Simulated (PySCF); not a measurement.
Si(Cl)(NCO)(OH)2 (CH2ClNO3Si), SMILES O=C=N[Si](O)(O)Cl.

Geometry optimised at PBE-D3(BJ)/def2-SVP. The structure was generated by enumeration, and PubChem lists no compound with its InChIKey, so it may never have been made. The values are those of a single conformer.

The numbers are results of PBE/def2-TZVP in PySCF, not measurements.

Gas-phase values at a fixed geometry.

```json
{
 "total_energy": "-1069.13206 hartree",
 "highest_occupied_level": "-7.52 eV",
 "lowest_empty_level": "-0.91 eV",
 "orbital_gap": "6.61 eV",
 "dipole_moment": "0.497 e·Å",
 "quadrupole, principal values (traceless, Buckingham form, about the centre of nuclear charge)": "-12.42, 4.46, 7.96 D·Å",
 "mean_static_polarisability": "62.9 bohr³ (9.32 Å³)",
 "polarisability_principal_values": "48.8, 58.1, 81.8 bohr³"
}
```
